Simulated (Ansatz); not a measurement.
Calculation: Ansatz (a quantum-chemistry and plane-wave program) with frozen-core CCSD(T)/cc-pVTZ // TPSSh-D3(BJ)/def2-TZVP.

Ansatz 0.2 input:
```yaml
crystal:
  periodic: [false, false, false]
  atoms:
    - { symbol: O, position_ang: [-1.068295, 0.574112, 0.007521] }
    - { symbol: C, position_ang: [-0.35852, -0.492109, -0.004933] }
    - { symbol: S, position_ang: [1.299483, -0.709908, -0.010595] }
    - { symbol: H, position_ang: [-0.578212, 1.420317, 0.015441] }
    - { symbol: H, position_ang: [-0.954452, -1.404251, -0.013178] }
    - { symbol: H, position_ang: [1.659852, 0.593499, 0.002141] }
basis:
  gaussian: { orbitals: cc-pVTZ }
correlation:
  method: ccsd_t
total_charge: 1
```

Output:

```
Functional definition: HF
791 factors; integrals over basis functions are off by at most 1.4e-3 eV
mean field evaluation 1: about -13922.0923 eV, gradient 4.6e1 eV
mean field evaluation 2: about -13922.0995 eV, gradient 4.6e1 eV
mean field evaluation 4: about -13926.2094 eV, gradient 3.7e0 eV
mean field evaluation 8: about -13926.2831 eV, gradient 2.0e-1 eV
mean field evaluation 16: about -13926.2661 eV, gradient 1.2e0 eV
mean field -13926.28351451 eV, -511.7814795843 hartree, gradient 4.1e-6 eV, S^2 0.000000; 0 other end points of the search recorded, 0 dependent functions left out
7 core orbitals not correlated
reference -13926.28351451 eV, -511.7814795843 hartree; 9, 9 occupied and 120, 120 virtual orbitals, 791 factors
second order -15.21258862 eV of doubles, -0.00000000 eV of singles
cycle   1  -15.37774351 eV  change   -1.7e-1 eV  update   1.0e-1
cycle   2  -15.80178167 eV  change   -4.2e-1 eV  update   3.2e-2
cycle   3  -15.91808768 eV  change   -1.2e-1 eV  update   2.0e-2
cycle   4  -15.90213458 eV  change    1.6e-2 eV  update   6.1e-3
cycle   5  -15.90074244 eV  change    1.4e-3 eV  update   2.5e-3
cycle   6  -15.90106908 eV  change   -3.3e-4 eV  update   8.8e-4
cycle   7  -15.90050659 eV  change    5.6e-4 eV  update   3.1e-4
cycle   8  -15.90052598 eV  change   -1.9e-5 eV  update   1.7e-4
cycle   9  -15.90058524 eV  change   -5.9e-5 eV  update   6.0e-5
cycle  10  -15.90055704 eV  change    2.8e-5 eV  update   2.3e-5
cycle  11  -15.90057196 eV  change   -1.5e-5 eV  update   6.1e-6
perturbative correction -0.72320757 eV, -0.0265773879 hartree
Total energy: -13942.90729404 eV, -512.3923922140 hartree
```

Cost: roughly 15 core-seconds.
